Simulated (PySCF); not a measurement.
**Telling isomers of C5H3NO apart by NMR**

A single conformation, no relativistic terms, equivalent nuclei averaged, in vacuum. PBE0-D3(BJ)/def2-SVP structure; shieldings: GIAO PBE0/pcSseg-1; J: B3LYP/pcJ-1 (spin–dipole term left out of most H,H and C,H couplings); PySCF 2.14.0 with density-fitted response routines.

Shifts are taken against calculated references (same method and geometry level): 1H (σref 31.27) and 13C (σref 184.41) vs TMS. Multiplet labels drop J under 1 Hz and among equivalent protons, and merge close values. Unscaled 3J(H,H) run several per cent high. Shifts are as computed. Against solution values, carbons near 30 ppm lie about +2 ppm off and those near 130 ppm about +5 ppm. Of 1309 compounds with measured shifts, 239 miss one by over three times the rms of a fit or turn the order of signals round; such compounds aren't used in these exercises.

(1) Tabulate the signals of `N#Cc1ccco1`, `N#Cc1ccoc1` and their relative energies.

(2) What is the quickest way to tell N#Cc1ccco1 from N#Cc1ccoc1?

## Answers

(1) 
```json
{"SMILES": "N#Cc1ccco1", "carbon types": "2×C 3×CH", "δC": "150.8, 131.0, 128.5, 116.9, 116.4", "δH": "7.48 (d, 1H), 7.17 (d, 1H), 6.66 (dd, 1H)", "E rel. (kcal/mol)": "1.6"}
{"SMILES": "N#Cc1ccoc1", "carbon types": "2×C 3×CH", "δC": "154.4, 147.2, 119.3, 117.7, 104.4", "δH": "7.80 (d, 1H), 7.40 (dd, 1H), 6.76 (d, 1H)", "E rel. (kcal/mol)": "0.0"}
```

Energies are electronic energies at PBE0/pcSseg-1 on these geometries, without zero-point or thermal terms, each for the one conformer computed, which needn't be the lowest.

(2) Both give the same number of carbon signals, with the same numbers of each carbon type, so the positions decide. The first has a substituted aromatic carbon next to the ring oxygen (C) at 131.0 ppm, the second a substituted aromatic carbon (C) at 104.4 ppm. Their most deshielded carbons lie at 150.8 and 154.4 ppm.
